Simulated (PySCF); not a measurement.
## Steps of a relaxation of [La(CH3)2]+

[La(CH3)2]+ (singlet; a saddle point, relaxed within its symmetry). PySCF 2.14.0, RKS PBE0, La lcecp-1-SVP with ECP46, C def2-SVP, H def2-SVP; non-relativistic Hamiltonian with scalar-relativistic core potentials where named; density fitting; no spin-orbit coupling. Origin of the start: template. Columns: position (Å) and force (eV/Å). Energies are counted from the last step; some of the 15 steps are shown. Forces carry noise of the integration grid, about 0.01 to 0.03 eV/Å.

Run from Python with OMP_NUM_THREADS=2. Where DIIS fails, smearing, a level shift and second-order steps follow.
It took 48 s on 2 threads of Arm Neoverse V2 (shared host), from the converged density of the start.

```xyz
9
step 0  E = 0.532 eV
La    0.0000    0.0000   -0.1903     0.00    0.00   -0.03
C     2.3239    0.0000    0.8497    -2.05    0.00   -0.42
H     3.0753    0.0000    0.0601     0.33    0.00   -0.38
H     2.4456    0.8900    1.4671     0.25    0.33    0.41
H     2.4456   -0.8900    1.4671     0.25   -0.33    0.41
C    -2.3239    0.0000    0.8497     2.05    0.00   -0.42
H    -3.0753    0.0000    0.0601    -0.33    0.00   -0.38
H    -2.4456   -0.8900    1.4671    -0.25   -0.33    0.41
H    -2.4456    0.8900    1.4671    -0.25    0.33    0.41
```

```xyz
9
step 5  E = 0.055 eV
La    0.0000    0.0000   -0.4794     0.00    0.00   -0.04
C     1.9729    0.0000    0.8588    -0.04    0.00   -0.04
H     2.7990    0.0000    0.1190     0.10    0.00    0.02
H     2.1195    0.8851    1.5054    -0.05    0.04    0.02
H     2.1195   -0.8851    1.5054    -0.05   -0.04    0.02
C    -1.9729    0.0000    0.8588     0.04    0.00   -0.04
H    -2.7990    0.0000    0.1190    -0.10    0.00    0.02
H    -2.1195   -0.8851    1.5054     0.05   -0.04    0.02
H    -2.1195    0.8851    1.5054     0.05    0.04    0.02
```

```xyz
9
step 9  E = 0.012 eV
La    0.0000    0.0000   -0.6994     0.00    0.00    0.12
C     1.8176    0.0000    0.8368     0.22    0.00   -0.11
H     2.7736    0.0000    0.2604    -0.16    0.00    0.16
H     1.8328    0.8888    1.5007    -0.03   -0.05   -0.05
H     1.8328   -0.8888    1.5007    -0.03    0.05   -0.05
C    -1.8176    0.0000    0.8368    -0.22    0.00   -0.11
H    -2.7736    0.0000    0.2604     0.16    0.00    0.16
H    -1.8328   -0.8888    1.5007     0.03    0.05   -0.05
H    -1.8328    0.8888    1.5007     0.03   -0.05   -0.05
```

Q: Where does the relaxation end?

A: It converges at step 14 in C2v:
```xyz
9
step 14  E = 0
La    0.0000    0.0000   -0.7235
C     1.8150    0.0000    0.8136
H     2.8158    0.0000    0.3416
H     1.7598    0.8856    1.4777
H     1.7598   -0.8856    1.4777
C    -1.8150    0.0000    0.8136
H    -2.8158    0.0000    0.3416
H    -1.7598   -0.8856    1.4777
H    -1.7598    0.8856    1.4777
```

Q: How did the contacts change?

A: 
| contact | start (Å) | end (Å) |
| --- | --- | --- |
| La1–C2 (CH3) | 2.546 | 2.378 |
| La1–C6 (CH3) | 2.546 | 2.378 |
